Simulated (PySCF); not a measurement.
Bonds (- single, = double, # triple, : aromatic): C1-C2 1.448 Å, C2#C3 1.218 Å, C3-B4 1.518 Å, B4-F5 1.319 Å, B4-F6 1.320 Å. C1 carries H7, H8, H9.

PySCF calculation with shielding tensors at B97-2/pcSseg-2 (GIAO) and geometry: PBE0-D3(BJ)/def2-SVP; no solvent, one computed conformer, no relativistic terms, one averaged value for each set of equivalent atoms.

References, each an isolated molecule treated in the same way: TMS for ¹³C (σ = 183.46 ppm), ¹H (σ = 31.36 ppm); BF3·OEt2 for ¹¹B (σ = 100.12 ppm); ¹⁹F (σ = 177.41 ppm) vs CFCl3.

```tsv
atoms	nucleus	count	δ (ppm)
C3	¹³C	1	78.7
C1	¹³C	1	5.8
B4	¹¹B	1	14.6
H7/H8/H9	¹H	3	?
C2	¹³C	1	?
F5/F6	¹⁹F	2	-79.3
```

Estimate the values marked ?.

## Answers


- C2: 110.0 ppm, alkyne carbon
- H7/H8/H9: 2.00 ppm, hydrogen on a propargylic methyl carbon

A carbon bonded to boron is broadened by the quadrupolar boron nucleus and is often missing from a measured spectrum. Shifts are as computed. Against solution values, carbons near 30 ppm lie about +4 ppm off and those near 130 ppm about +7 ppm. Of 1211 compounds with measured shifts, 218 miss one by over three times the rms of a fit or turn the order of signals round; such compounds aren't used in these exercises. Unscaled 19F shifts against computed CFCl3 carry errors that often reach 10 to 50 ppm.
